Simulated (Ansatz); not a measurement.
A nudged elastic band was laid between two geometries of H3N + H7NOSi2 (15 atoms, charge 0, multiplicity 1).

Method: RKS B3LYP-D4/def2-SVP in Ansatz 0.2.0.

```yaml
movable_images: 7
climbing_image: yes
spring: 5.0 eV/Å²
optimiser: quadratic models (default)
start_path: through a guess of the saddle point
force_threshold: 0.05 eV/Å
iteration_limit: 60
end_points: relaxed
```

First end point:

```xyz
15
Properties=species:S:1:pos:R:3
Si -0.351 0.142 0.109
O -0.488 -0.227 1.738
Si -1.492 -0.194 3.062
H -2.392 -1.387 3.060
H -0.658 -0.211 4.296
H -2.333 1.042 3.046
H 1.087 0.425 -0.119
H -1.219 1.321 -0.162
N -0.840 -1.107 -0.969
H -1.820 -1.283 -1.168
H -0.286 -1.953 -1.053
N 1.466 -2.738 1.163
H 0.722 -3.266 0.706
H 2.050 -2.343 0.424
H 1.017 -1.954 1.637
```

Last end point:

```xyz
15
Properties=species:S:1:pos:R:3
Si 0.680 -0.909 -0.786
O -0.964 -0.134 2.068
Si -1.714 -0.635 3.460
H -2.089 -2.087 3.418
H -0.856 -0.436 4.673
H -2.953 0.177 3.616
H 1.173 -1.723 -1.940
H 1.371 0.418 -0.830
N -1.035 -0.963 -0.837
H -1.550 -0.502 -0.088
H -1.547 -1.004 -1.711
N 1.117 -1.517 0.816
H 0.925 -2.502 0.993
H 2.056 -1.294 1.146
H -0.151 -0.622 1.775
```

(1) Which bonds break or form, and what moves?

(2) What energy profile does the band end with?

(3) What is the geometry of the highest image?

Answers

(1) Bonds broken: Si1–O2, N12–H15. Bonds formed: Si1–N12, O2–H15. H3N + H7NOSi2 becomes H4OSi + H6N2Si.

(2) The run converged. The highest image is number 5 of 0 to 8, 0.99 eV above the first end and 0.70 eV above the last; the last end lies 0.29 eV above the first. A structure lower than the last end lies on the path between it and the top, so the climb from that side starts below the end, which may itself be a saddle point or a shallow side well. A vibrational analysis at the climbing image gives one clearly imaginary mode, 588i cm⁻¹: a first-order saddle point. The orbitals stay closed-shell, which can raise the energy where a bond breaks towards radicals; this wasn't checked here.

```csv
image,path coordinate (Å),energy (eV),Si1–O2 (Å),N12–H15 (Å),Si1–N12 (Å)
0,0.00,0.00,1.68,1.02,3.56
1,1.30,0.02,1.68,1.02,3.55
2,2.61,0.10,1.67,1.02,3.54
3,3.92,0.45,1.69,1.02,2.73
4,5.22,0.54,1.78,1.02,2.07
5,6.53,0.99,2.27,1.17,1.88
6,8.84,0.28,3.43,1.83,1.77
7,11.15,0.29,3.29,1.81,1.77
8,13.46,0.29,3.38,1.82,1.77
```

(3) 
```xyz
15
Properties=species:S:1:pos:R:3
Si 0.148 -0.526 -0.134
O -0.747 -1.178 1.850
Si -1.610 -0.461 3.046
H -3.028 -0.948 3.086
H -1.017 -0.730 4.399
H -1.666 1.031 2.885
H 0.957 -0.309 -1.388
H 0.092 0.815 0.498
N -1.150 -1.443 -0.756
H -1.907 -1.754 -0.159
H -1.299 -1.555 -1.751
N 1.360 -1.554 0.878
H 1.630 -2.439 0.445
H 2.197 -1.065 1.200
H 0.503 -1.616 1.673
```

The run took 8.3 min on 4 threads of Arm Neoverse V1, on a shared host, peak memory 0.33 GiB.
